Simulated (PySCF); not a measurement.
# Magnetic susceptibility: `CC[C@@H](C)C(C)C`, C₇H₁₆

Geometry:
```
atom   x (Å)   y (Å)   z (Å)
  C1   2.544  -0.302  -0.596
  C2   1.082   0.111  -0.725
  C3   0.253  -0.223   0.521
  C4   0.638   0.683   1.691
  C5  -1.268  -0.164   0.264
  C6  -1.750  -1.366  -0.546
  C7  -1.719   1.130  -0.412
  H8   3.045   0.255   0.191
  H9   3.072  -0.113  -1.529
 H10   2.623  -1.364  -0.369
 H11   0.657  -0.408  -1.586
 H12   1.031   1.183  -0.921
 H13   0.485  -1.255   0.811
 H14   0.482   1.730   1.441
 H15   1.683   0.548   1.954
 H16   0.039   0.446   2.568
 H17  -1.756  -0.216   1.246
 H18  -1.466  -2.297  -0.060
 H19  -1.327  -1.359  -1.548
 H20  -2.833  -1.347  -0.639
 H21  -2.806   1.177  -0.432
 H22  -1.354   2.001   0.125
 H23  -1.361   1.176  -1.438
```

Computed, not measured: GIAO B3LYP/pcSseg-1 magnetisability, rotational g tensor and spin-rotation constants, non-relativistic, gas phase in PySCF. Geometry: GFN2-xTB.

(1) How diamagnetic is it, and how anisotropic?

(2) Split it along the inertial axes a, b, c into diamagnetic and paramagnetic parts about the centre of mass, with the quadrupole moment.

(3) And the rotational g tensor?

Results:

(1) Isotropic -1476 × 10⁻³⁰ J/T², or -88.9 × 10⁻⁶ cm³/mol; principal values -1497, -1481, -1451 × 10⁻³⁰ J/T², anisotropy 41 × 10⁻³⁰ J/T² (root of half the summed squared differences of the principal values). The susceptibility is in cgs units.

(2) 
| axis | χ (10⁻⁶ cm³/mol) | diamagnetic (10⁻⁶ cm³/mol) | paramagnetic (10⁻⁶ cm³/mol) | summed x² of all electrons (Å²) | quadrupole Θ (D Å) |
| --- | --- | --- | --- | --- | --- |
| a | -89.4 | -510.4 | 421.1 | 161.9 | -0.27 |
| b | -88.7 | -885.6 | 796.8 | 73.5 | -0.18 |
| c | -88.6 | -999.0 | 910.4 | 46.8 | +0.45 |

Anisotropies 2χaa − χbb − χcc = -1.4 and 2χbb − χaa − χcc = +0.6 × 10⁻⁶ cm³/mol. Θ is traceless in Buckingham's convention.

(3) 
| axis | rotational constant (GHz) | g | nuclear part | electronic part |
| --- | --- | --- | --- | --- |
| a | 3.3684 | +0.0034 | 0.6697 | -0.6663 |
| b | 1.6864 | +0.0012 | 0.6325 | -0.6313 |
| c | 1.4713 | +0.0007 | 0.6300 | -0.6293 |

Asymmetric top; isotopes 12C, 1H; no vibrational averaging.
